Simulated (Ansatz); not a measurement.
Cost and result for the atomization energy of C2H8N2Si, SMILES `N=C([SiH3])CN` (13 atoms, 12 bonds).

Z-matrix (Å, degrees):
```
Si
C 1 1.893
H 1 1.490 2 109.3
H 1 1.490 2 109.6 3 -117.2
H 1 1.480 2 110.0 3 121.3
C 2 1.519 1 118.9 3 67.5
N 2 1.268 1 117.6 3 -112.1
N 6 1.446 2 111.9 1 -171.6
H 6 1.101 2 108.4 1 -44.7
H 6 1.096 2 107.3 1 68.7
H 7 1.030 2 108.5 1 -179.9
H 8 1.009 6 111.9 2 -152.8
H 8 1.011 6 111.7 2 86.0
```

Total charge 0; spin multiplicity 1. The geometry is a stationary point of PBE0-D4/def2-TZVP. It is one conformer, not always the lowest. Program: Ansatz. All runs use 4 threads of an Intel Xeon Platinum 8488C on a shared host. Times are those of one run each, without the atoms' runs, and a repeat can differ threefold. Electronic energies, without spin–orbit coupling; frozen cores. CCSD(T)/CBS adds CCSD(T) − MP2 in def2-TZVPP to the MP2 limit, and its time is that of the two runs behind it. T1 = 0.012. B3LYP takes the VWN-RPA correlation (the form of Gaussian; ORCA's B3LYP/G).

CCSD(T)/CBS is a level of theory with its own doubt, some kJ/mol a heavy atom from the limit and from the frozen cores, so smaller differences don't rank the functionals.

```json
{"level": "LDA (SPW92)/def2-TZVPP", "functions": "278", "wall time": "1.1 s", "atomization (kJ/mol)": "5341.6", "difference from CCSD(T)/CBS": "687.5", "per bond": "57.3"}
{"level": "BLYP-D4/def2-TZVPP", "functions": "278", "wall time": "2 s", "atomization (kJ/mol)": "4684.4", "difference from CCSD(T)/CBS": "30.3", "per bond": "2.5"}
{"level": "PBE0-D4/def2-TZVPP", "functions": "278", "wall time": "2.3 s", "atomization (kJ/mol)": "4665.1", "difference from CCSD(T)/CBS": "11.0", "per bond": "0.9"}
{"level": "CAM-B3LYP-D4/def2-TZVPP", "functions": "278", "wall time": "2.4 s", "atomization (kJ/mol)": "4692.7", "difference from CCSD(T)/CBS": "38.6", "per bond": "3.2"}
{"level": "PBE-D4/def2-TZVPP (with forces)", "functions": "278", "wall time": "2.7 s", "atomization (kJ/mol)": "4761.4", "difference from CCSD(T)/CBS": "107.3", "per bond": "8.9"}
{"level": "r2SCANh-D4/def2-TZVPP", "functions": "278", "wall time": "3 s", "atomization (kJ/mol)": "4611.1", "difference from CCSD(T)/CBS": "-43.0", "per bond": "-3.6"}
{"level": "CCSD(T)/def2-SVP", "functions": "114", "wall time": "3.2 s", "atomization (kJ/mol)": "4374.3", "difference from CCSD(T)/CBS": "-279.8", "per bond": "-23.3"}
{"level": "B3LYP-D4/def2-TZVPP (with forces)", "functions": "278", "wall time": "3.4 s", "atomization (kJ/mol)": "4680.6", "difference from CCSD(T)/CBS": "26.5", "per bond": "2.2"}
{"level": "ωB97X-V/def2-TZVPP", "functions": "278", "wall time": "4.1 s", "atomization (kJ/mol)": "4684.0", "difference from CCSD(T)/CBS": "29.9", "per bond": "2.5"}
{"level": "ωB97M-V/def2-TZVPP (with forces)", "functions": "278", "wall time": "6.5 s", "atomization (kJ/mol)": "4678.6", "difference from CCSD(T)/CBS": "24.5", "per bond": "2.0"}
{"level": "MP2/def2-QZVPP", "functions": "538", "wall time": "19 s", "atomization (kJ/mol)": "4639.9", "difference from CCSD(T)/CBS": "-14.2", "per bond": "-1.2"}
{"level": "CCSD(T)/def2-TZVPP", "functions": "278", "wall time": "100 s", "atomization (kJ/mol)": "4519.0", "difference from CCSD(T)/CBS": "-135.1", "per bond": "-11.3"}
{"level": "CCSD(T)/CBS(def2)", "functions": "–", "wall time": "2 min", "atomization (kJ/mol)": "4654.1", "difference from CCSD(T)/CBS": "0.0", "per bond": "0.0"}
```

In def2-TZVPP, CCSD(T) changes the Hartree–Fock value by +1267.6 kJ/mol (the triples alone add +73.5 kJ/mol) and MP2 by +1308.2 kJ/mol; breaking electron pairs costs correlation energy, which Hartree–Fock lacks. Leaving LDA and LC-ωPBE aside and taking each functional with its dispersion term where it has one, the values, not all of them listed here, spread over 231.0 kJ/mol, from BHLYP-D4 to PBE-D4. LDA lies +606.0 kJ/mol from PBE without D4, its usual overbinding. From BLYP to BHLYP (50 % exact exchange), in def2-TZVPP and without D4, the atomization energy moves by −126.6 kJ/mol: exact exchange takes away binding that semilocal exchange gives to molecules.
